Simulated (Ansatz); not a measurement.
CH7InO (`C[OH+][InH3-]`), relaxed with RKS PBE0-D4/def2-TZVP in Ansatz 0.2.0 from a PBE-D4/def2-SVP geometry. The force threshold is 0.005 eV/Å; the program also tests the step.

Charge 0, multiplicity 1. In: def2 effective core potential.

Start:

```xyz
10

C    -0.371    1.210   -0.814
O     0.366   -0.019   -0.786
In    0.417   -1.252    1.293
H    -1.454    1.055   -0.613
H     0.046    1.852   -0.015
H    -0.242    1.728   -1.788
H     0.039   -0.608   -1.492
H    -1.332   -1.219    1.494
H     1.384   -0.084    2.165
H     1.148   -2.664    0.556
```

Problem. By how much does the energy fall, and how many steps does the optimiser take? (An estimate is asked.)

Solution. Ansatz gave: 0.81 kcal/mol, in 19 steps, 2 of them rejected.

Problem. Which bonds change most? (An estimate is asked.)

Solution. Computed: In3–H8 from 1.760 to 1.738 Å; In3–H9 from 1.749 to 1.728 Å; O2–In3 from 2.418 to 2.397 Å; In3–H10 from 1.753 to 1.733 Å.

Problem. Give the relaxed structure. (Estimate.)

Solution. The calculation gave: 
```xyz
10

C    -0.413    1.187   -0.817
O     0.410    0.025   -0.750
In    0.420   -1.227    1.294
H    -1.468    0.935   -0.689
H    -0.101    1.837   -0.001
H    -0.261    1.709   -1.765
H     0.207   -0.560   -1.485
H    -1.292   -1.055    1.539
H     1.495   -0.195    2.169
H     1.004   -2.656    0.506
```
